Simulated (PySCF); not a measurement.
# Field gradients at the hydrogen positions

Compound: C7H9NOS.
Cartesian coordinates in Å at the GFN2-xTB level; atoms count from 1:
```
atom  x, y, z in Å
C1     2.892    0.556    1.646
C2     2.833    0.249    0.490
C3     2.657   -0.117   -0.890
S4     0.961    0.276   -1.484
C5     0.000   -0.798   -0.273
C6     0.298   -2.158   -0.657
N7     0.617   -3.203   -0.993
O8    -1.350   -0.553   -0.314
C9    -1.738    0.710    0.202
C10   -3.253    0.786    0.172
H11    2.999    0.827    2.654
H12    2.832   -1.184   -1.045
H13    3.315    0.466   -1.535
H14    0.451   -0.578    0.713
H15   -1.297    1.507   -0.412
H16   -1.362    0.817    1.231
H17   -3.607    0.667   -0.848
H18   -3.579    1.748    0.555
H19   -3.678   -0.007    0.781
```

Level: PBE0/pcSseg-1 (PySCF, non-relativistic); Q(2H) = 0.00286 b; rigid geometry, the same for H and D, with no vibrational averaging.

Task: Rank these positions by the coupling χzz of a deuteron there, largest first.
A. H14 (methine hydrogen)
B. H19 (methyl hydrogen)
C. H11 (alkyne hydrogen)
D. H15 (methylene hydrogen)
E. H13 (methylene hydrogen)
F. H12 (methylene hydrogen)

Result: C (266 kHz), B (211 kHz), E (203 kHz), F (197 kHz), D (187 kHz), A (173 kHz).

Task: What are Vzz, η and χzz (234.96 MHz × Q × Vzz) at all hydrogens?

Result: 
| atom | bonded to | bond length (Å) | Vzz (au) | η | χzz (kHz) |
| --- | --- | --- | --- | --- | --- |
| H11 | C1 | 1.049 | 0.3955 | 0.01 | 266 |
| H12 | C3 | 1.092 | 0.2934 | 0.01 | 197 |
| H13 | C3 | 1.090 | 0.3024 | 0.04 | 203 |
| H14 | C5 | 1.106 | 0.2577 | 0.07 | 173 |
| H15 | C9 | 1.099 | 0.2784 | 0.09 | 187 |
| H16 | C9 | 1.101 | 0.2795 | 0.09 | 188 |
| H17 | C10 | 1.086 | 0.3149 | 0.03 | 212 |
| H18 | C10 | 1.086 | 0.3169 | 0.03 | 213 |
| H19 | C10 | 1.087 | 0.3143 | 0.03 | 211 |

Task: How does χzz go with the bond length over the 9 C–H bonds?

Result: A straight-line fit has a slope of -16.0 kHz for each 0.01 Å, with a correlation coefficient of -0.99, over lengths from 1.049 to 1.106 Å. The longer bonds have the smaller couplings here.

Isolated species at its GFN2-xTB geometry (one conformer only). GFN2-xTB bond lengths can be off by several hundredths of an ångström, more for odd bonds, and the gradients follow them. These gradients aren't converged with respect to the basis.

These values come from a run that also computed NMR shieldings. Time: 42 s; peak memory 0.99 GiB. Hardware: Arm Neoverse V1, one thread (shared host).
